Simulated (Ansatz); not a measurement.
System: trifluoro(trifluoromethyl)germane, CF6Ge (charge 0, singlet). SMILES: F[C]([Ge]([F])([F])[F])(F)F
Structure (B3LYP-D3(BJ)/def2-TZVP (Ansatz, a first-principles code) minimum search):
```xyz
8

F     -1.8075     0.6170     1.0845
C     -1.3318    -0.0555     0.0281
F     -1.7470    -1.3263     0.1136
F     -1.8477     0.4841    -1.0843
Ge     0.6780     0.0283    -0.0143
F      1.2247     1.6478    -0.1237
F      1.3018    -0.8277    -1.3604
F      1.3530    -0.6584     1.4023
```

Quantity: atomisation energy (electronic, to ground-state atoms), in kcal/mol. Cores are frozen in the correlated levels unless marked. Open shells are spin-unrestricted. No spin-orbit coupling. Frozen are the shells of the preceding noble gas and the d and f shells that filled before the atom's block. Non-relativistic. The coupled-cluster limit lacks core correlation, which all-electron functionals hold. CBS marks a two-point X^-3 extrapolation of the correlation energy; Hartree-Fock from the larger set.

| level | program | atomisation energy (kcal/mol) |
|---|---|---|
| B3LYP-D3(BJ)/def2-TZVPD | Ansatz + dftd3 | 736.6 |
| PBE0/STO-3G | Ansatz | 735.9 |
| HSE06-D3(BJ)/def2-TZVPD | Ansatz + dftd3 | … |
| B2GP-PLYP-D3(BJ)/def2-TZVPD | Ansatz + dftd3 | 743.7 |
| SCS-MP2/cc-pVTZ | Ansatz | 749.2 |
| CCSD/6-31G | Ansatz | 580.9 |
| CCSD(T)/CBS(cc-pVTZ,cc-pVQZ) | Ansatz | … |

Question: Fill in the missing entries.

Answer: 
- HSE06-D3(BJ)/def2-TZVPD, atomisation energy (kcal/mol): 745.4
- CCSD(T)/CBS(cc-pVTZ,cc-pVQZ), atomisation energy (kcal/mol): 758.7
